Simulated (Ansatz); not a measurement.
Reaction (SMILES): [SeH] (SeH) → [SeH-] (an electron is taken up)
B3LYP-D3(BJ)/def2-TZVP geometries, fixed; electronic energies without zero-point terms; positive where energy is released.
Largest species:
```xyz
2

Se     0.0000     0.0000    -0.0421
H      0.0000     0.0000     1.4328
```
Charge 0, spin multiplicity 2.

Basis-set convergence of the adiabatic electron affinity at B3LYP with Ansatz (an electronic-structure program). All functions are spherical. The program fits the integrals of some runs and decomposes those of others, by size. Open shells are unrestricted. No added dispersion term, no relativity. Functions are those of the species that has most. Reference: the value in aug-cc-pV5Z, 2.343 eV, itself unsure by roughly 0.001 eV (its mean distance from aug-pcseg-3, aug-cc-pVQZ, def2-QZVPPD). Deviations are taken from unrounded values.

```json
[
 {"basis": "def2-SV(P)", "functions": "34", "adiabatic electron affinity (eV)": "1.570", "minus reference (eV)": "-0.773"},
 {"basis": "def2-SVP", "functions": "37", "adiabatic electron affinity (eV)": "1.570", "minus reference (eV)": "-0.772"},
 {"basis": "def2-SVPD", "functions": "49", "adiabatic electron affinity (eV)": "2.369", "minus reference (eV)": "0.026"},
 {"basis": "def2-TZVP", "functions": "54", "adiabatic electron affinity (eV)": "2.110", "minus reference (eV)": "-0.233"},
 {"basis": "def2-TZVPP", "functions": "62", "adiabatic electron affinity (eV)": "2.114", "minus reference (eV)": "-0.229"},
 {"basis": "def2-TZVPD", "functions": "66", "adiabatic electron affinity (eV)": "2.347", "minus reference (eV)": "0.005"},
 {"basis": "def2-TZVPPD", "functions": "74", "adiabatic electron affinity (eV)": "2.349", "minus reference (eV)": "0.006"},
 {"basis": "def2-QZVP", "functions": "105", "adiabatic electron affinity (eV)": "2.211", "minus reference (eV)": "-0.132"},
 {"basis": "def2-QZVPP", "functions": "119", "adiabatic electron affinity (eV)": "2.210", "minus reference (eV)": "-0.132"},
 {"basis": "def2-QZVPPD", "functions": "131", "adiabatic electron affinity (eV)": "2.344", "minus reference (eV)": "0.001"}
]
```

The smallest set listed that lies within 0.05 eV of the reference with all its larger relatives (same family, alike in diffuse functions; a set with none counts only in the reference's own line) is def2-SVPD (49 functions, 0.026 eV off).
